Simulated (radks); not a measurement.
Task: Ca+, configuration [Ar] 4s1 (the NIST ground configuration). Method: non-relativistic Kohn-Sham, LDA (Slater exchange, Perdew-Wang correlation), spin-polarised, spherical densities, point nucleus; open shells are filled with parallel spins first; computed with a radial shooting solver on a logarithmic mesh with Libxc functionals. Some entries of the table are withheld. Estimate them.

| orbital | occ. | eigenvalue (eV) | <1/r> (bohr^-1) | <r^2> (bohr^2) |
|---|---|---|---|---|
| 1s up | 1 | -3923.709 | 19.49 | 0.008073 |
| 1s down | 1 | -3923.671 | 19.49 | 0.008073 |
| 2s up | 1 | -416.4484 | 3.994 | 0.1603 |
| 2s down | 1 | -416.4107 | 3.994 | 0.1603 |
| 2p up | 3 | -341.3044 | 3.931 | 0.1341 |
| 2p down | 3 | -341.2688 | 3.931 | 0.1341 |
| 3s up | 1 | -53.3669 | 1.204 | (1) |
| 3s down | 1 | -53.2703 | 1.205 | (2) |
| 3p up | 3 | -34.9615 | 1.079 | 1.912 |
| 3p down | 3 | -34.8321 | 1.082 | 1.893 |
| 4s up | 1 | -9.4585 | 0.3670 | 14.27 |
| 4s down | 0 | -8.5307 | 0.3641 | 14.76 |

Result: 
(1) 3s up <r^2> (bohr^2): 1.565
(2) 3s down <r^2> (bohr^2): 1.560
